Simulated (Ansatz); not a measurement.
Cost and result up the ladder for Ga2As3 (5 atoms). Charge 0, multiplicity 2. Geometry: r2SCAN-D4/def2-SVP.

```csv
atom,x (Å),y (Å),z (Å)
Ga1,-0.048,-0.905,-2.130
Ga2,-0.611,0.381,2.199
As3,-1.096,0.699,-0.350
As4,0.484,-1.186,0.415
As5,1.271,1.010,-0.135
```

Ansatz on 4 threads of Intel Xeon on a shared host. Times are rough, and most runs start from the orbitals of an earlier one. PBE0-D4/def2-TZVP serves as the yardstick here, not as an exact answer. Binding counts from free atoms at the same level (Ga doublet, As quartet; other spins of the atoms weren't run), without zero-point energy or a counterpoise term.

LC-ωPBE has ω = 0.4 bohr⁻¹. Another isomer (doublet) lies 0.03 eV lower at PBE0-D4/def2-TZVP; other spin states weren't run for this one.

Run but left out: MP2/def2-TZVP (⟨S²⟩ 0.90, where a pure state has 0.75).

```
                         level  functions  wall time  binding energy per atom (eV)  difference from PBE0-D4/def2-TZVP (eV)                        remarks
PBE-D4/def2-TZVP (with forces)        240       18 s                          2.52                                    0.17                              –
           r2SCAN-D4/def2-TZVP        240       40 s                          2.38                                    0.03                              –
             LC-ωPBE/def2-TZVP        240       46 s                          2.06                                   -0.29                              –
                  HF/def2-TZVP        240       55 s                          0.84                                   -1.51  spin-contaminated (⟨S²⟩ 0.90)
             PBE0-D4/def2-TZVP        240       57 s                          2.35                                    0.00                              –
```
